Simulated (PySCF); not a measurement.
C5H7F, SMILES CC1=C(F)CC1. The structure is a stationary point at PBE-D3(BJ)/def2-SVP. The structure was generated by enumeration, and PubChem lists no compound with its InChIKey, so it may never have been made.

All values below come from PBE-D3(BJ)/def2-SVP (PySCF 2.14.0).

Harmonic wavenumbers (cm⁻¹): 146, 199, 225, 270, 425, 508, 647, 715, 807, 898, 907, 960, 1009, 1064, 1087, 1111, 1136, 1158, 1226, 1312, 1353, 1393, 1396, 1404, 1424, 1757, 2953, 2969, 2982, 3020, 3024, 3038, 3070. Rotational constants (GHz): 4.580, 3.723, 2.139; symmetry number 1.

**Question.** Work out the zero-point energy and the ideal-gas rigid-rotor harmonic-oscillator thermochemistry at 298.15 K and 1 atm.

**Answer.** ZPE = ½ Σ hcν = ½ × 45592 cm⁻¹ = 65.18 kcal/mol. H − E(el) = 69.67 kcal/mol. Entropy in cal/(mol K): translation 39.27, rotation 26.58, vibration 11.70, total 77.55. G − E(el) = 46.55 kcal/mol. Cp = 24.30 cal/(mol K). Modes under 150 cm⁻¹ make the vibrational entropy uncertain.
